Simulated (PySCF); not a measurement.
Compound: spiro(2.5)octane, C8H14.
Bonds: C1–C2, C2–C3, C3–C4, C4–C5, C5–C6, C4–C7, C7–C8, C1–C6, C4–C8. Hydrogens: H9, H10 on C1; H11, H12 on C2; H13, H14 on C3; H15, H16 on C5; H17, H18 on C6; H19, H20 on C7; H21, H22 on C8.

The same species was optimised twice, with GFN2-xTB and with PBE0-D3(BJ)/def2-SVP (PySCF), and the same property calculations (PySCF, gas phase) were run on both structures.

| coordinate | GFN2-xTB | PBE0-D3(BJ)/def2-SVP | change |
| --- | --- | --- | --- |
| C4–C7 (Å) | 1.500 | 1.504 | +0.004 |
| C4–C8 (Å) | 1.499 | 1.497 | -0.002 |
| C2–C3 (Å) | 1.528 | 1.526 | -0.002 |
| C5–C6 (Å) | 1.528 | 1.526 | -0.002 |
| C7–C8 (Å) | 1.502 | 1.504 | +0.002 |
| C4–C5 (Å) | 1.514 | 1.515 | +0.001 |
| C3–C4 (Å) | 1.514 | 1.515 | +0.001 |
| C1–C6 (Å) | 1.526 | 1.526 | 0.000 |
| C1–C2 (Å) | 1.526 | 1.526 | 0.000 |
| C2–C1–C6 (°) | 110.3 | 111.4 | +1.1 |
| C2–C3–C4 (°) | 110.1 | 111.2 | +1.1 |
| C4–C5–C6 (°) | 110.2 | 111.2 | +1.0 |
| C1–C6–C5 (°) | 110.4 | 111.3 | +0.9 |
| C1–C2–C3 (°) | 110.4 | 111.3 | +0.9 |
| C5–C4–C7 (°) | 118.7 | 118.0 | -0.7 |
| C3–C4–C5 (°) | 112.2 | 112.8 | +0.6 |
| C3–C4–C7 (°) | 118.6 | 118.1 | -0.5 |

Rotational constants: A = 3550, B = 1766, C = 1437 MHz (GFN2-xTB) against A = 3524, B = 1756, C = 1422 MHz (PBE0-D3(BJ)/def2-SVP). Point groups within 0.08 Å: Cs and Cs.

On the GFN2-xTB structure: HOMO (eV) -7.49 [PBE0/pcSseg-1]; LUMO (eV) 1.51 [PBE0/pcSseg-1]; dipole (D) 0.20 [PBE0/pcSseg-1]; GIAO shielding of C1 (ppm) 156.4 [PBE0/pcSseg-1]; GIAO shielding of C2/C6 (mean) (ppm) 157.2 [PBE0/pcSseg-1]; GIAO shielding of C3/C5 (mean) (ppm) 147.3 [PBE0/pcSseg-1]; GIAO shielding of C4 (ppm) 165.7 [PBE0/pcSseg-1]; GIAO shielding of C7/C8 (mean) (ppm) 172.3 [PBE0/pcSseg-1].

What do these properties become on the PBE0-D3(BJ)/def2-SVP structure?

| property | level | on GFN2-xTB | on PBE0-D3(BJ)/def2-SVP | change |
| --- | --- | --- | --- | --- |
| HOMO (eV) | PBE0/pcSseg-1 | -7.49 | -7.53 | -0.04 |
| LUMO (eV) | PBE0/pcSseg-1 | 1.51 | 1.44 | -0.07 |
| dipole (D) | PBE0/pcSseg-1 | 0.20 | 0.22 | +0.02 |
| energy, GFN2-xTB geometry as zero (kcal/mol) | PBE0/pcSseg-1 | 0.0 | -0.6 | -0.6 |
| GIAO shielding of C1 (ppm) | PBE0/pcSseg-1 | 156.4 | 155.8 | -0.6 |
| GIAO shielding of C2/C6 (mean) (ppm) | PBE0/pcSseg-1 | 157.2 | 156.7 | -0.5 |
| GIAO shielding of C3/C5 (mean) (ppm) | PBE0/pcSseg-1 | 147.3 | 146.3 | -1.0 |
| GIAO shielding of C4 (ppm) | PBE0/pcSseg-1 | 165.7 | 166.2 | +0.5 |
| GIAO shielding of C7/C8 (mean) (ppm) | PBE0/pcSseg-1 | 172.3 | 169.8 | -2.5 |

The heavy atoms differ by 0.014 Å rms after alignment. Among bonds between heavy atoms C4–C7 changes most (+0.004 Å). Changes are differences of the printed values. Neither structure is proved a minimum here.
